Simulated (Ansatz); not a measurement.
CH3F3O3Sn, SMILES [OH][Sn]([OH])([OH])[C](F)(F)F (connectivity only; charge and spin as stated), charge -1, multiplicity 2.

Coordinates come from a PBE0-D3(BJ)/def2-SVPD optimisation. The def2 effective core potentials stand for the cores of Sn; spin–orbit coupling is left out. One conformer was computed; it need not be the lowest.

Two levels are set side by side: PBE/def2-SVPD (Ansatz, a quantum-chemistry and plane-wave program) and CAM-B3LYP/def2-SVPD (Ansatz). Energy differences of separate SCF runs at the same geometry; the states with an electron removed or added have multiplicity 1. Differences are taken from unrounded values.

```csv
quantity,CAM-B3LYP,PBE,PBE minus CAM-B3LYP
vertical ionisation energy (eV),3.32,2.77,-0.55
```
